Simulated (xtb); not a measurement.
C₆H₁₃ (SMILES C[CH]CC(C)C), doublet, at a GFN2-xTB geometry. Base run: GFN2-xTB in xtb.

Geometry (Å):
```xyz
19

C      2.4105    -0.3217     0.9137
C      1.5715    -0.2508    -0.3007
C      0.4097     0.6487    -0.4369
C     -0.9430    -0.1072    -0.4762
C     -2.0828     0.8658    -0.7606
C     -1.1796    -0.8411     0.8394
H      2.0081     0.3060     1.7057
H      2.4901    -1.3480     1.2858
H      3.4364     0.0062     0.7074
H      1.7987    -0.9187    -1.1154
H      0.3852     1.3616     0.3901
H      0.4838     1.2156    -1.3739
H     -0.8955    -0.8435    -1.2858
H     -3.0331     0.3373    -0.8001
H     -2.1427     1.6192     0.0224
H     -1.9326     1.3710    -1.7124
H     -1.2334    -0.1332     1.6642
H     -2.1138    -1.3978     0.8040
H     -0.3684    -1.5377     1.0355
```
Charge 0, spin multiplicity 2.
All else is at xtb's defaults.
Base energy -19.40406 Eh.

Variants of this job, named by their change:

```csv
change,ΔE vs base (kJ/mol),dipole (D),G_solv (kcal/mol),SCF cycles
base,0.00,0.31,-,9
gbsa = methanol,-16.04,0.38,-3.87,9
acc = 1000,0.35,0.31,-,4
file = coord,0.00,0.31,-,9
gbsa = chcl3,-19.19,0.38,-4.61,9
acc = 30,0.00,0.31,-,7
alpb = dmf,-22.36,0.35,-5.37,9
etemp = 1000,0.00,0.31,-,9
```

ALPB and GBSA are two models with their own fitted parameters for each solvent, which aren't always the measured dielectric constant.
